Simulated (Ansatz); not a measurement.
Basis-set extrapolation for CH7ClO2Si2 (`CO[Si](O)([SiH3])Cl`) (PBE0-D4/def2-TZVP geometry, frozen core, the Gaussian-basis code of Ansatz). Multiplicity 1, RHF reference.

```json
{"": "HF", "def2-TZVPP": "-1229.304631", "def2-QZVPP": "-1229.345042"}
{"": "MP2 correlation", "def2-TZVPP": "-1.080350", "def2-QZVPP": "-1.169659"}
{"": "CCSD(T) correlation", "def2-TZVPP": "-1.183219", "def2-QZVPP": "not run"}
```

Energies in hartree. Use E(X) = E(∞) + A·exp(−7.88·√X) for Hartree–Fock and E(X) = E(∞) + B·X^(−2.97) for correlation, with X = 3 and 4, and add CCSD(T) minus MP2 of the smaller set to the MP2 limit.

Question: What is the CCSD(T) energy at the basis-set limit?

Answer: HF limit: -1229.345042 + (-0.040411) × 0.13774 = -1229.35061. MP2 limit: -1.169659 + (-0.089309) × 0.74074 = -1.23581. Higher-order term: -1.183219 − (-1.080350) = -0.10287. Total: -1230.68929 hartree, 528.9 kJ/mol below CCSD(T)/def2-TZVPP.
